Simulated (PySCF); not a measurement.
SMILES Br[Si](Br)(Br)Br, PBE0/def2-SVP optimised geometry.

```
5

Br    -1.47     1.04     0.00
Si    -0.73    -1.04     0.00
Br     1.47    -1.04     0.00
Br    -1.47    -2.08    -1.80
Br    -1.47    -2.08     1.80
```

Density from PBE0/def2-TZVP (PySCF 2.14.0) at that geometry.

Minimum of the electron density along straight lines between bonded atoms, close to the bond critical point (lines longer than 1.1 times the sum of covalent radii, or with two minima, are not listed):

```tsv
bond	length / Å	ρ at the minimum / e bohr⁻³	∇²ρ there / e bohr⁻⁵	position (fraction from the first atom)
Br1–Si2	2.204	0.096	0.06	0.65
Si2–Br3	2.204	0.096	0.06	0.35
Si2–Br4	2.204	0.096	0.06	0.35
Si2–Br5	2.204	0.096	0.06	0.35
```
